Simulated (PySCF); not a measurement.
# Electric field gradients and quadrupole coupling constants

Compound: C6H2F3N.
Geometry (GFN2-xTB, Å), atoms numbered from 1 in this order:
```xyz
12
C6H2F3N angstrom
C      3.0030   -0.1910   -0.0421
C      1.7098   -0.0280    0.0574
C      0.4699    0.1334    0.1587
C     -0.8418    0.2883    0.2513
C     -1.4292    1.2022    1.1514
N     -1.9039    1.9449    1.8829
C     -1.7907   -0.5085   -0.6128
F     -2.6307   -1.2580    0.1170
F     -1.1423   -1.3431   -1.4350
F     -2.5527    0.2818   -1.3841
H      3.4225   -0.8962   -0.7411
H      3.6873    0.3735    0.5703
```

Field gradients from the PBE0/pcSseg-1 density (PySCF, non-relativistic), principal values in atomic units, ordered |Vxx| ≤ |Vyy| ≤ |Vzz|:

| atom | Vxx | Vyy | Vzz |
| --- | --- | --- | --- |
| N6 | 0.4466 | 0.5507 | -0.9973 |

**Question.** Find the asymmetry η = (Vxx − Vyy)/Vzz and the couplings χ = eQV/h (234.96 MHz × Q in barn × V in au), with Q(14N) = 0.02044 b.

**Answer.** 
| atom | environment | nucleus | η | χzz (MHz) | χxx (MHz) | χyy (MHz) |
| --- | --- | --- | --- | --- | --- | --- |
| N6 | nitrile nitrogen | 14N | 0.10 | -4.790 | 2.145 | 2.645 |

**Question.** What is Vzz at N6 in SI units (1 au = 9.71736 × 10²¹ V/m²)?

**Answer.** -0.9973 au = -9.691 × 10²¹ V/m².

**Question.** What couplings would deuterons (Q(2H) = 0.00286 b) have in place of the hydrogens, at this geometry?

**Answer.** 
```csv
atom,bonded to,bond length (Å),Vzz (au),η,χzz (kHz)
H11,C1,1.078,0.3299,0.03,222
H12,C1,1.078,0.3299,0.03,222
```

Isolated species at its GFN2-xTB geometry, gas phase. GFN2-xTB bond lengths can be off by several hundredths of an ångström, more for odd bonds, and the gradients follow them. A larger basis could move these couplings by a tenth or more.

The run behind these numbers computed NMR shieldings as well. The run took 20 s on Arm Neoverse V2, one thread (shared host).
